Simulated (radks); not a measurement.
Question: These are the eigenvalues of the occupied orbitals of an atom or ion with whole-number occupations (eV). All-electron calculation, Dirac Kohn-Sham, PBE, spin-unpolarised, spherical densities, finite nucleus; Fermi nuclear charge, rms radius of each element as measured or else 0.836 A^(1/3) + 0.57 fm. Program: a radial shooting solver on a logarithmic mesh with Libxc functionals.

orbital  eigenvalue
1s1/2     -71539.44
2s1/2     -12401.44
2p1/2     -11869.26
2p3/2     -10429.65
3s1/2     -2876.550
3p1/2     -2638.401
3p3/2     -2325.771
3d3/2     -1924.887
3d5/2     -1857.023
4s1/2     -605.9886
4p1/2     -506.5186
4p3/2     -433.5874
4d3/2     -270.0792
4d5/2     -256.6030
5s1/2      -92.3445
5p1/2      -62.3211
5p3/2      -51.3861
4f5/2      -50.8614
4f7/2      -48.3504
5d3/2      -13.2583
6s1/2      -12.5762
5d5/2      -12.3421

Which element is it, and in what charge state? The configuration may be excited. Open shells, if any, fill j = l - 1/2 first.

Answer: Z = 75, rhenium, charge +1: Re+ in [Xe] 4f14 5d5 6s1. The list shows which subshells hold electrons but not how many an open one holds; the 1s level, -2629 hartree, gives Z - s = 72.5 by -(Z - s)^2/2, which with screening and relativity narrows Z to a few neighbours, and the depths of the outer levels then fix element, charge and occupations together.
